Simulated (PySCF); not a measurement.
**Phosphorus: highly charged ions in a basis for the neutral atom**

P⁹⁺ [He] 2s2 2p2, P¹⁰⁺ [He] 2s2 2p1. Calculation: PySCF 2.14, in aug-cc-pVDZ-DK (5s4p2d, 27 functions); the spin-free X2C one-electron Hamiltonian (Gaussian nucleus). No spin-orbit coupling, so a gap to NIST mixes the basis error with missing relativistic terms.

Changed run: basis of the neutral atom used for a highly charged ion. This setting is unsound on purpose.

```csv
species,method,sound run (hartree),changed run (hartree),converged
P⁹⁺,UHF,not run,-291.78479,yes
P⁹⁺,r2SCAN,not run,-291.94140,yes
P⁹⁺,LDA,not run,-290.71846,yes
P¹⁰⁺,UHF,not run,-276.12372,yes
P¹⁰⁺,r2SCAN,not run,-276.23246,yes
P¹⁰⁺,LDA,not run,-275.04771,yes
```

Ionisation energy of P⁹⁺:

```json
{"method": "UHF", "changed run (eV)": "426.16", "NIST (eV)": "424.4 ± 0.09"}
{"method": "r2SCAN", "changed run (eV)": "427.46", "NIST (eV)": "424.4 ± 0.09"}
{"method": "LDA", "changed run (eV)": "426.42", "NIST (eV)": "424.4 ± 0.09"}
```

The contracted functions were made for the neutral atom and can be too rigid for a highly charged ion.
